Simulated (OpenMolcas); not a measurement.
Computed levels of 4d⁴ in ions with 40 electrons, in cm-1 above ⁵D₀.

* Program: OpenMolcas 26.06
* Method: SS-CASPT2, IPEA 0.25 Eh, imaginary shift 0.1 Eh
* Basis: ANO-RCC-VQZP
* Scalar Hamiltonian: DKH2, point nucleus
* Spin-orbit coupling: state interaction with AMFI integrals over the reference wave functions, term energies averaged over their components

Active space for each ion: 4 electrons in 5 orbitals (4d); closed shells correlated by CASPT2: 4s 4p.

```json
{"Level": "⁵D₁", "Tc3+": "343", "Rh5+": "661", "Pd6+": "894", "Ag7+": "1201"}
{"Level": "⁵D₂", "Tc3+": "936", "Rh5+": "1722", "Pd6+": "2260", "Ag7+": "2950"}
{"Level": "⁵D₃", "Tc3+": "1692", "Rh5+": "3000", "Pd6+": "3870", "Ag7+": "4930"}
{"Level": "⁵D₄", "Tc3+": "2560", "Rh5+": "4420", "Pd6+": "5600", "Ag7+": "7010"}
{"Level": "³P₀(1)", "Tc3+": "14360", "Rh5+": "18350", "Pd6+": "20140", "Ag7+": "21810"}
{"Level": "³H₄", "Tc3+": "15560", "Rh5+": "19870", "Pd6+": "21950", "Ag7+": "24130"}
{"Level": "³P₁(1)", "Tc3+": "16130", "Rh5+": "21480", "Pd6+": "24100", "Ag7+": "26750"}
{"Level": "³H₅", "Tc3+": "16370", "Rh5+": "21440", "Pd6+": "24030", "Ag7+": "26860"}
{"Level": "³H₆", "Tc3+": "17070", "Rh5+": "22660", "Pd6+": "25550", "Ag7+": "28740"}
```

Task: Estimate ⁵D₄, ³P₀(1), ³H₄ for Ru4+ from its neighbours Tc3+ and Rh5+.

Result: ⁵D₄ is fine structure, which grows about as the fourth power of a screened charge, so the fourth roots are averaged: ((2560^0.25 + 4420^0.25) / 2)^4 = 3395. The calculation gives 3420, so the estimate is off by -0.7 %.
³P₀(1) is another term, which grows about linearly with the charge: (14360 + 18350) / 2 = 16355. The calculation gives 16510, so the estimate is off by -0.9 %.
³H₄ is another term, which grows about linearly with the charge: (15560 + 19870) / 2 = 17715. The calculation gives 17800, so the estimate is off by -0.5 %.

Mixed levels, with the weight of the term that names them: Pd6+ ³H₄ (74 %), Ag7+ ³H₄ (70 %).

CASPT2 does not keep the components of a term degenerate, so their means are used; among the terms shown or strongly mixed into the levels shown the widest spread is 100 cm-1 (4d⁴ ³G, Tc3+). Levels of configurations outside the active space are missing.

A number in round brackets counts repeated terms of one configuration in the order of the reference energies.
